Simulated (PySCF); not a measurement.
Species: C₃H₉ClOSi.
Geometry (GFN2-xTB, Å), atoms numbered from 1 in this order:
```
atom  x, y, z in Å
C1    -2.4992    0.7780    0.4258
O2    -1.1551    0.4241    0.5716
Si3   -0.3937   -0.8628   -0.0490
C4     1.3826   -0.6324    0.5994
C5     2.0865    0.6158    0.1078
Cl6    2.2843   -2.0759    0.0354
H7    -2.7467    0.9280   -0.6268
H8    -3.1491   -0.0018    0.8276
H9    -2.6656    1.7058    0.9733
H10   -0.9480   -2.1267    0.4381
H11   -0.3963   -0.8535   -1.5135
H12    1.4323   -0.6810    1.6879
H13    1.5368    1.4886    0.4535
H14    3.1063    0.6694    0.4864
H15    2.1205    0.6323   -0.9791
```

The closed-shell SCF was solved with PySCF and density fitting under several settings on one GFN2-xTB geometry (grid level 2 and gas phase unless stated).

```csv
settings,basis functions,SCF cycles,E (Eh),HOMO (eV),LUMO (eV),dipole (D)
B3LYP/6-311G**,178,13,-944.7928,-7.68,0.21,2.81
"OPBE/Sadlej pVTZ, energy threshold 1e-08 Eh",241,10,-944.5794,-6.59,-0.69,2.40
```

Question: Estimate the rows for these settings: (1) PW91/MINI, energy threshold 1e-06 Eh; (2) PBE0/def2-SVPD.

Answer: 
```json
{"settings": "PW91/MINI, energy threshold 1e-06 Eh", "basis functions": "47", "SCF cycles": "8", "E (Eh)": "-939.1454", "HOMO (eV)": "-7.34", "LUMO (eV)": "-1.02", "dipole (D)": "2.12"}
{"settings": "PBE0/def2-SVPD", "basis functions": "206", "SCF cycles": "12", "E (Eh)": "-943.8192", "HOMO (eV)": "-7.93", "LUMO (eV)": "0.22", "dipole (D)": "2.60"}
```

Question: Over all rows, what range does the HOMO–LUMO gap span?

Answer: From 5.90 eV (OPBE/Sadlej pVTZ, energy threshold 1e-08 Eh) to 8.15 eV (PBE0/def2-SVPD). The functional of the narrowest has no exact exchange, that of the widest 25 % exact exchange.

Question: And the dipole moment?

Answer: From 2.12 D (PW91/MINI, energy threshold 1e-06 Eh) to 2.81 D (B3LYP/6-311G**); the largest is 1.33 times the smallest, and the median is 2.50 D.

Whole jobs, the steps after the SCF included, on Arm Neoverse V2, one thread, no GPU, shared host:

```json
{"settings": "B3LYP/6-311G**", "work after the SCF": "shieldings, charges and field gradients", "wall time": "16 s", "peak memory": "0.79 GiB"}
{"settings": "OPBE/Sadlej pVTZ, energy threshold 1e-08 Eh", "work after the SCF": "6 singlets by TDA, 2 Tamm–Dancoff triplets, polarisability", "wall time": "36 s", "peak memory": "0.70 GiB"}
{"settings": "PW91/MINI, energy threshold 1e-06 Eh", "work after the SCF": "6 singlets by TDA, polarisability", "wall time": "3.7 s", "peak memory": "0.35 GiB"}
{"settings": "PBE0/def2-SVPD", "work after the SCF": "spin–spin couplings from 13 perturbed nuclei, spin–dipole term for 1 of them", "wall time": "29 s", "peak memory": "0.91 GiB"}
```

Cycle counts include a coarse-grid stage where the run had one. All basis functions are spherical, in the Pople sets too.

One conformer stands for the species.
